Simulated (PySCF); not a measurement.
**Stretching GeF⁻**

Set-up: Ge aug-cc-pVDZ-PP with ECP10, F aug-cc-pVDZ; scalar-relativistic core potentials (PySCF 2.14). Energies in eV from Ge + F⁻ in their ground configurations at the same level. State: ³Σ⁻ (triplet), unpaired electrons π ↑↑.

| R (Å) | r²SCAN | PBE |
| --- | --- | --- |
| 1.621 | -2.394 | -2.113 |
| 1.696 | -2.811 | -2.572 |
| 1.772 | -3.028 | -2.828 |
| 1.828 | -3.098 | -2.925 |
| 1.885 | -3.112 | -2.962 |
| 1.942 | -3.084 | -2.956 |
| 2.017 | -3.000 | -2.899 |
| 2.111 | -2.849 | -2.776 |
| 2.224 | -2.633 | -2.587 |
| 2.375 | -2.329 | -2.311 |

Q: Put a parabola through the three lowest points of the r²SCAN curve and estimate Re, k and ωe (reduced mass 15.11 u; 1 eV/Å² = 0.16022 mdyn/Å; ωe = 1302.8·√(k/μ) cm⁻¹).

A: Through R = 1.828, 1.885, 1.942 Å the second-order coefficient is 6.46 eV/Å², so Re ≈ 1.876 Å, k ≈ 2.07 mdyn/Å and ωe ≈ 482 cm⁻¹. A polynomial fit of higher order to the unrounded r²SCAN energies gives Re = 1.873 Å, k = 2.23 mdyn/Å, ωe = 500 cm⁻¹; anharmonicity and rounding make the difference.

The higher-order fit for each curve: r²SCAN: Re = 1.873 Å, ωe = 500 cm⁻¹, De = 3.11 eV; PBE: Re = 1.903 Å, ωe = 473 cm⁻¹, De = 2.96 eV.

Spin–orbit coupling is left out. For an ion De counts to the pair picked by the measured ionisation energies or electron affinities, which need not be the lowest pair at this level. The highest Kohn–Sham level is positive in this anion. Much of that is self-interaction error, but it also means that the finite basis helps to hold the extra electron. The state was picked by a PBE0 search and need not be the measured ground state.
